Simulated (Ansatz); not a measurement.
**Ligand exchange: C2H4Br2 + InH2I → CHBr2I + InH2(CH3)**

Gas-phase species: C2H4Br2 (1,1-dibromoethane) `CC(Br)Br`, singlet; InH2I `[InH2][I]`, singlet; CHBr2I `BrC(Br)I`, singlet; InH2(CH3), singlet. The partners trade CH3 for I: C–CH3 and In–I bonds give way to C–I and In–CH3.

Shapes, held fixed at every level: PBE0-D4/def2-TZVP. Programs: Ansatz 0.2.0. Electronic energies: no zero-point or thermal term.

**Question.** Estimate ΔE of this reaction.

**Answer.** The highest level, CCSD(T)/def2-TZVPP, gives ΔE = +218.2 kJ/mol; the levels span +218.2 to +248.3. The column of differences is taken from that level and isn't an error. No measured value is set beside it here. For atoms past krypton def2 sets carry core potentials with scalar relativity. Relativity is left out for Br. Outer-core shells of Br, I, In are correlated, in sets that cover them unevenly.

```
                level                    kind  ΔE (kJ/mol)  less CCSD(T)/def2-TZVPP
 r2SCAN-D4/def2-TZVPP                meta-GGA       +228.3                    +10.1
  B3LYP-D4/def2-TZVPP           global hybrid       +220.5                     +2.3
   PBE0-D4/def2-TZVPP           global hybrid       +226.8                     +8.6
r2SCAN0-D4/def2-TZVPP           global hybrid       +237.7                    +19.5
   wB97M-V/def2-TZVPP  range-separated hybrid       +223.8                     +5.6
         MP2/def2-SVP     perturbation theory       +248.3                    +30.1
      CCSD/def2-TZVPP   coupled cluster or CI       +224.4                     +6.2
   CCSD(T)/def2-TZVPP   coupled cluster or CI       +218.2                      0.0
```
